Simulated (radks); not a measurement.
Values are calculated unless marked as measured or tabulated.
Spin polarisation of the 4p5 shell in Br. Start: [Ar] 3d10 4s2 4p(up 2.5, down 2.5); electrons of 4p are moved from spin down to spin up, other shells keep equal spins. Code: a radial shooting solver on a logarithmic mesh with Libxc functionals. Model: scalar-relativistic Kohn-Sham, r2SCAN, spin-polarised, spherical densities, finite nucleus; meta-GGA in the generalised Kohn-Sham scheme; Fermi nuclear charge, rms radius of each element as measured or else 0.836 A^(1/3) + 0.57 fm.

moment (Bohr magnetons)  E - E(0) (eV)  e(4p up) (eV)  e(4p down) (eV)  4s down minus up (eV)
0                                0.000         -8.179           -8.179                 0.000
0.25                            -0.015         -8.294           -8.059                  0.257
0.5                             -0.059         -8.403           -7.935                  0.514
0.75                            -0.132         -8.509           -7.804                  0.772
1                               -0.235         -8.610           -7.667                  1.032

At moment 1 the spin-polarisation energy is -0.235 eV and the 4p exchange splitting 0.943 eV, that is 0.943 eV per Bohr magneton; E = -I m^2/4 would give I = 0.939 eV.
